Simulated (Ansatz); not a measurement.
PBE exchange is replaced step by step with exact exchange (0 % is PBE, 25 % PBE0; no dispersion term), basis def2-SVP, Ansatz. System: dimethylphenylsulfonium 2,4-difluorobenzenesulfonate (C14H14F2O3S2). The state is a singlet with charge 0. Geometry: PBE-D4/def2-SVP.

Geometry of the singlet:

Cartesian coordinates in Å:
```
C 0.517 -2.027 1.835
S -0.218 -1.235 0.375
C -1.897 -1.921 0.394
C 0.582 -2.196 -0.942
C 1.527 -1.446 -1.664
C 2.238 -2.064 -2.704
C 1.996 -3.410 -3.019
C 1.046 -4.148 -2.292
C 0.334 -3.545 -1.245
H 1.513 -1.557 1.929
H -0.111 -1.699 2.684
H 0.557 -3.123 1.702
H -2.406 -1.324 1.173
H -2.340 -1.719 -0.599
H -1.915 -3.002 0.628
H 1.693 -0.390 -1.397
H 2.983 -1.487 -3.273
H 2.551 -3.892 -3.838
H 0.857 -5.203 -2.543
H -0.405 -4.129 -0.677
O 1.348 0.810 1.440
S 0.151 1.340 2.187
O 0.412 1.849 3.554
O -1.031 0.372 2.115
C -0.404 2.780 1.230
C -0.525 4.018 1.877
C -0.950 5.162 1.188
C -1.256 5.046 -0.174
F -1.666 6.130 -0.857
C -1.145 3.827 -0.855
C -0.718 2.706 -0.137
F -0.614 1.537 -0.804
H -0.270 4.050 2.947
H -1.047 6.137 1.685
H -1.386 3.752 -1.924
```

In the singlet geometry the species has come apart into loosely held pieces.

```json
{"exact exchange (%)": "5", "HOMO (eV)": "-5.27", "LUMO (eV)": "-2.34", "gap (eV)": "2.93"}
{"exact exchange (%)": "10", "HOMO (eV)": "-5.59", "LUMO (eV)": "-2.18", "gap (eV)": "3.41"}
{"exact exchange (%)": "15", "HOMO (eV)": "-5.91", "LUMO (eV)": "-2.01", "gap (eV)": "3.90"}
{"exact exchange (%)": "25", "HOMO (eV)": "-6.57", "LUMO (eV)": "-1.68", "gap (eV)": "4.90"}
{"exact exchange (%)": "35", "HOMO (eV)": "-7.23", "LUMO (eV)": "-1.34", "gap (eV)": "5.89"}
{"exact exchange (%)": "50", "HOMO (eV)": "-8.06", "LUMO (eV)": "-0.83", "gap (eV)": "7.23"}
```

Task: Fit a straight line to the column «gap (eV)» against the share of exact exchange and predict its value at 0 %.

Result: With x = exact exchange (%) and y = gap (eV): mean x = 23.33, mean y = 4.71; Σ(x − x̄)(y − ȳ) = 138, Σ(x − x̄)² = 1433; slope b = 0.0963, intercept a = ȳ − b·x̄ = 2.463. The residuals of the fitted rows reach 0.06. At x = 0 the line gives 2.463 + (0.0963 × 0) = 2.46; the run gave 2.46, the same within rounding.
